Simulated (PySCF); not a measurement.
In(Cl)2(vinyl) (C₂H₃Cl₂In), SMILES [In]([CH]=C)([Cl])[Cl].

Geometry optimised at PBE-D3(BJ)/def2-SVP. The structure was generated by enumeration; whether it is a known compound was not checked. The def2 effective core potentials stand for the cores of In; spin–orbit coupling is left out. One conformer was computed; it need not be the lowest.

The numbers are results of PBE-D3(BJ)/def2-SVP in PySCF, not measurements.

Frequencies are harmonic and unscaled.

```
mode  ν (cm⁻¹)  IR (km/mol)  moving atoms (share of kinetic energy)
----  --------  -----------  --------------------------------------
1           56          1.9        C 42 %, Cl 31 %, H 14 %, In 13 %
2           57          1.4        C 35 %, In 24 %, Cl 24 %, H 17 %
3           94          7.7                        Cl 79 %, In 17 %
4          124          3.6        C 35 %, H 32 %, In 20 %, Cl 13 %
5          256          4.6                          C 67 %, H 19 %
6          340         25.0                        Cl 81 %, In 13 %
7          365         60.4                        Cl 69 %, In 30 %
8          448         28.2                          H 71 %, C 28 %
9          503         22.4                 C 67 %, H 21 %, In 11 %
10         947          8.1                          H 88 %, C 12 %
11         950         15.0                          H 72 %, C 28 %
12         987         24.2                                  H 94 %
13        1182         39.8                          H 73 %, C 27 %
14        1359         10.9                          H 85 %, C 15 %
15        1598          1.8                          C 86 %, H 14 %
16        3041          7.8                                  H 95 %
17        3104          2.7                           H 91 %, C 9 %
18        3137          0.6                          H 89 %, C 11 %
```
